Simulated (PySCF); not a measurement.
Deuteron quadrupole couplings in `C#CC[SiH2]O[SiH2]S[SiH3]`

Species: C₃H₁₀OSSi₃.
Numbering: `[CH:1]#[C:2][CH2:3][SiH2:4][O:5][SiH2:6][S:7][SiH3:8]` (hydrogens: H9 on C1; H10, H11 on C3; H12, H13 on Si4; H14, H15 on Si6; H16, H17, H18 on Si8)

Geometry (GFN2-xTB, Å), atoms numbered from 1 in this order:
```xyz
18
C3H10OSSi3 angstrom
C      1.4565    1.5798   -1.4754
C      1.7699    1.2328   -0.3728
C      2.1184    0.7699    0.9480
Si     2.1051   -1.1386    1.0213
O      0.6704   -1.6848    0.4708
Si    -0.7584   -1.3636   -0.1940
S     -1.6126    0.3042    0.8427
Si    -3.3753    0.6788   -0.3112
H      1.1927    1.9190   -2.4321
H      1.3822    1.1661    1.6525
H      3.0949    1.1711    1.2253
H      2.1890   -1.6162    2.3988
H      3.0856   -1.7235    0.1090
H     -0.5807   -1.0115   -1.5933
H     -1.5531   -2.5568    0.0512
H     -3.9527    1.8537    0.3165
H     -2.9951    0.9150   -1.6991
H     -4.2456   -0.4890   -0.2271
```

Level: PBE0/pcSseg-1 (PySCF, non-relativistic); Q(2H) = 0.00286 b; rigid geometry, the same for H and D, with no vibrational averaging.

Question: Rank these positions by the coupling χzz of a deuteron there, largest first.
A. H10 (methylene hydrogen)
B. H9 (alkyne hydrogen)
C. H17 (Si–H hydrogen)
D. H11 (methylene hydrogen)

Answer: B (268 kHz), D (209 kHz), A (204 kHz), C (111 kHz).

Q: Give the electric field gradient Vzz (the principal value of largest size), its asymmetry and the 2H coupling at each hydrogen.

A: 
| atom | bonded to | bond length (Å) | Vzz (au) | η | χzz (kHz) |
| --- | --- | --- | --- | --- | --- |
| H9 | C1 | 1.049 | 0.3986 | 0.00 | 268 |
| H10 | C3 | 1.093 | 0.3034 | 0.03 | 204 |
| H11 | C3 | 1.091 | 0.3105 | 0.03 | 209 |
| H12 | Si4 | 1.460 | 0.1608 | 0.01 | 108 |
| H13 | Si4 | 1.461 | 0.1603 | 0.01 | 108 |
| H14 | Si6 | 1.454 | 0.1661 | 0.04 | 112 |
| H15 | Si6 | 1.455 | 0.1653 | 0.02 | 111 |
| H16 | Si8 | 1.452 | 0.1698 | 0.02 | 114 |
| H17 | Si8 | 1.458 | 0.1646 | 0.02 | 111 |
| H18 | Si8 | 1.459 | 0.1640 | 0.02 | 110 |

Q: Average by the element that carries the hydrogen.

A: on C: 227 kHz over 3 positions, mean bond length 1.078 Å; on Si: 110 kHz over 7 positions, mean bond length 1.457 Å.

Q: How does χzz go with the bond length over the 7 Si–H bonds?

A: A straight-line fit has a slope of -5.6 kHz for each 0.01 Å, with a correlation coefficient of -0.94, over lengths from 1.452 to 1.461 Å. The longer bonds have the smaller couplings here.

Q: A static deuteron (I = 1) shows a doublet split by (3/2)χ, (3/4)χ(1 + η) and (3/4)χ(1 − η) with the field along z, y and x of the gradient. What are these for H13?

A: With |χ| = 107.8 kHz and η = 0.011: 162, 82 and 80 kHz, to first order and without motion.

Geometry: GFN2-xTB, one conformer, isolated molecule. GFN2-xTB bond lengths can be off by several hundredths of an ångström, more for odd bonds, and the gradients follow them. These gradients aren't converged with respect to the basis.
